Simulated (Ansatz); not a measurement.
Consider the formal exchange of groups at a B–C bond: `BC(=C)S` + `O[CH2][GeH2][SiH3]` → `B[CH2][GeH2][SiH3]` + `C=C(O)S`.

Program: Ansatz. Geometries: PBE0-D4/def2-TZVP. ΔE: electronic, gas phase. CCSD(T)/CBS is the MP2 limit (def2-TZVPP, def2-QZVPP) plus CCSD(T) − MP2 in def2-TZVPP, frozen cores. Functionals use def2-TZVPP. For Ge outer-core shells are correlated without core-valence functions, which leaves a few kJ/mol of doubt a bond. Scalar relativity is left out up to krypton. Each species was taken in one conformer, which may not be the lowest.

Problem. Is it downhill or uphill in electronic energy at CCSD(T)/CBS, and by how much? (An estimate is asked.)

Solution. Computed: Downhill: ΔE = -47.8 kJ/mol.

Problem. What do these levels give: PBE-D4, ωB97X-V, ωB97M-V, B2PLYP, PBE, r2SCAN, CCSD/def2-TZVPP, CCSD(T)/def2-TZVPP, HF/def2-QZVPP, SCS-MP2/def2-QZVPP, MP2/CBS(def2), CCSD/CBS(def2)? (An estimate is asked.)

Solution. Ansatz gave: PBE-D4 -58.1, ωB97X-V -49.2, ωB97M-V -54.2, B2PLYP -44.7, PBE -55.5, r2SCAN -57.8, CCSD/def2-TZVPP -44.9, CCSD(T)/def2-TZVPP -48.1, HF/def2-QZVPP -26.4, SCS-MP2/def2-QZVPP -44.4, MP2/CBS(def2) -52.7, CCSD/CBS(def2) -44.5 kJ/mol.

Largest T1 diagnostic among the species: 0.012.

The D4 term adds −4.3 kJ/mol with B3LYP and −2.2 kJ/mol with PBE0; it sums over pairs of atoms, weighted by their polarisabilities, and B3LYP, whose exchange is more repulsive, gets the larger term. In def2-TZVPP, CCSD(T) changes the Hartree–Fock value by −21.3 kJ/mol (the triples alone add −3.3 kJ/mol) and MP2 by −26.2 kJ/mol.

B3LYP here is the variant with VWN-RPA as its local correlation; programs differ in this.
